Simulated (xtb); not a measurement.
CH3S, doublet, from a rough starting geometry; xtb with GFN2-xTB.

Here is a job for xtb.
```
$ xtb mol.xyz --gfn 2 --uhf 1 --opt vtight --json

# file mol.xyz
5

C     -0.43272863     0.58103411     0.01086514
S     -0.45125023    -1.22479040     0.01272018
H      0.85247063    -1.32253714    -0.00903958
H     -0.04706087     1.01000724     0.89236858
H      0.05054420     1.04259261    -0.83765396
```

What the program printed (banner, timings and long lists left out):

```
   ID    Z sym.   atoms
    1    6 C      1
    2   16 S      2
    3    1 H      3-5

           -------------------------------------------------
          |                Calculation Setup                |
           -------------------------------------------------

           -------------------------------------------------
          |                 G F N 2 - x T B                 |
           -------------------------------------------------

          ...................................................
          :                      SETUP                      :
          :.................................................:
          :  # basis functions                  17          :
          :  # atomic orbitals                  16          :
          :  # shells                            8          :
          :  # electrons                        13          :
          :  max. iterations                   250          :
          :  Hamiltonian                  GFN2-xTB          :
          :  restarted?                      false          :
          :  GBSA solvation                  false          :
          :  PC potential                    false          :
          :  electronic temp.          300.0000000     K    :
          :  accuracy                    1.0000000          :
          :  -> integral cutoff          0.2500000E+02      :
          :  -> integral neglect         0.1000000E-07      :
          :  -> SCF convergence          0.1000000E-05 Eh   :
          :  -> wf. convergence          0.1000000E-03 e    :
          :  Broyden damping             0.4000000          :
          :  net charge                          0          :
          :  unpaired electrons                  1          :
          ...................................................

 iter      E             dE          RMSdq      gap      omega  full diag
   1     -6.8475098 -0.684751E+01  0.538E+00    4.05       0.0  T
   2     -6.8572540 -0.974419E-02  0.251E+00    4.69       1.0  T
   3     -6.8565693  0.684692E-03  0.191E+00    4.13       1.0  T
   4     -6.8603609 -0.379161E-02  0.419E-01    4.38       1.0  T
   5     -6.8603571  0.378314E-05  0.212E-01    4.42       1.0  T
   6     -6.8604031 -0.459712E-04  0.530E-02    4.40       1.0  T
   7     -6.8604048 -0.167154E-05  0.196E-02    4.41       2.3  T
   8     -6.8604047  0.433524E-07  0.166E-02    4.40       2.7  T
   9     -6.8604051 -0.341277E-06  0.164E-03    4.41      27.3  T
  10     -6.8604051  0.544430E-08  0.189E-03    4.41      23.6  T
  11     -6.8604051 -0.672508E-08  0.216E-04    4.40     206.6  T
  12     -6.8604051 -0.110669E-09  0.369E-05    4.40    1213.5  T

   *** convergence criteria satisfied after 12 iterations ***

         :::::::::::::::::::::::::::::::::::::::::::::::::::::
         ::                     SUMMARY                     ::
         :::::::::::::::::::::::::::::::::::::::::::::::::::::
         :: total energy              -6.800641440153 Eh    ::
         :: gradient norm              0.049650564060 Eh/a0 ::
         :: HOMO-LUMO gap              4.404962934103 eV    ::
         ::.................................................::
         :: SCC energy                -6.860405044481 Eh    ::
         :: -> isotropic ES            0.003899214333 Eh    ::
         :: -> anisotropic ES          0.001840059393 Eh    ::
         :: -> anisotropic XC          0.004977664415 Eh    ::
         :: -> dispersion             -0.001499992922 Eh    ::
         :: repulsion energy           0.059763604328 Eh    ::
         :: add. restraining           0.000000000000 Eh    ::
         :: total charge               0.000000000000 e     ::
         :::::::::::::::::::::::::::::::::::::::::::::::::::::

      -----------------------------------------------------------
     |                   =====================                   |
     |                        A N C O P T                        |
[...]
 * total energy  :    -6.8281864 Eh     change        0.2206658E-04 Eh
 * total energy  :    -6.8282565 Eh     change       -0.7003744E-04 Eh
 * total energy  :    -6.8283261 Eh     change       -0.6957559E-04 Eh
 * total energy  :    -6.8283325 Eh     change       -0.6476599E-05 Eh
 * total energy  :    -6.8283379 Eh     change       -0.5362098E-05 Eh
 * total energy  :    -6.8283553 Eh     change       -0.1741734E-04 Eh
 * total energy  :    -6.8283699 Eh     change       -0.1463292E-04 Eh
 * total energy  :    -6.8283801 Eh     change       -0.1013534E-04 Eh
 * total energy  :    -6.8283852 Eh     change       -0.5156973E-05 Eh
 * total energy  :    -6.8283860 Eh     change       -0.7406558E-06 Eh
 * total energy  :    -6.8283861 Eh     change       -0.1516412E-06 Eh
 * total energy  :    -6.8283861 Eh     change       -0.2240196E-08 Eh
   *** GEOMETRY OPTIMIZATION CONVERGED AFTER 22 ITERATIONS ***
         :: total energy              -6.828386127001 Eh    ::
[...]
         :: add. restraining           0.000000000000 Eh    ::
         :: total charge              -0.000000000000 e     ::
         :::::::::::::::::::::::::::::::::::::::::::::::::::::

           -------------------------------------------------
          |                Property Printout                |
           -------------------------------------------------

    * Orbital Energies and Occupations

         #    Occupation            Energy/Eh            Energy/eV
      -------------------------------------------------------------
         1        2.0000           -0.7272137             -19.7885
         2        2.0000           -0.5769227             -15.6989
         3        2.0000           -0.5212795             -14.1847
         4        2.0000           -0.4780837             -13.0093
         5        2.0000           -0.4623844             -12.5821
         6        2.0000           -0.4252127             -11.5706
         7        1.0000           -0.3109390              -8.4611 (HOMO)
         8                         -0.1949540              -5.3050 (LUMO)
         9                         -0.1199603              -3.2643
        10                         -0.0246103              -0.6697
        11                         -0.0114496              -0.3116
        12                          0.0297422               0.8093
        13                          0.1823202               4.9612
        14                          0.2873170               7.8183
        15                          0.3280493               8.9267
        16                          0.5930366              16.1373
      -------------------------------------------------------------
                  HL-Gap            0.1159850 Eh            3.1561 eV
             Fermi-level           -0.3105112 Eh           -8.4494 eV

     #   Z          covCN         q      C6AA      α(0)
     1   6 C        2.828    -0.095    30.381     9.032
     2  16 S        1.898    -0.154   147.563    20.445
     3   1 H        0.923     0.167     1.283     1.771
     4   1 H        0.927     0.043     2.408     2.427
     5   1 H        0.927     0.040     2.455     2.450

 Mol. C6AA /au·bohr⁶  :        479.543550
 Mol. C8AA /au·bohr⁸  :      16740.244172
 Mol. α(0) /au        :         36.125408

Wiberg/Mayer (AO) data.
largest (>0.10) Wiberg bond orders for each atom

 ---------------------------------------------------------------------------
     #   Z sym  total        # sym  WBO       # sym  WBO       # sym  WBO
 ---------------------------------------------------------------------------
     1   6 C    3.421 --     2 S    1.450     5 H    0.983     4 H    0.981
     2  16 S    2.429 --     1 C    1.450     3 H    0.957
     3   1 H    0.972 --     2 S    0.957
     4   1 H    0.998 --     1 C    0.981
     5   1 H    0.998 --     1 C    0.983
 ---------------------------------------------------------------------------

Topologies differ in total number of bonds
Writing topology from bond orders to xtbtopo.mol

molecular dipole:
                 x           y           z       tot (Debye)
 q only:        0.247      -0.088      -0.307
   full:        0.263       0.110      -0.492       1.445
molecular quadrupole (traceless):
                xx          xy          yy          xz          yz          zz
 q only:       -0.253      -1.200       0.630      -0.386       1.081      -0.376
  q+dip:        0.051      -2.101      -0.428      -1.012       1.726       0.377
   full:        0.036      -2.174      -0.168      -1.085       1.835       0.132

optimized geometry written to: xtbopt.xyz

           -------------------------------------------------
          | TOTAL ENERGY               -6.828386127001 Eh   |
          | GRADIENT NORM               0.000010186006 Eh/α |
          | HOMO-LUMO GAP               3.156113047581 eV   |
           -------------------------------------------------

normal termination of xtb
```
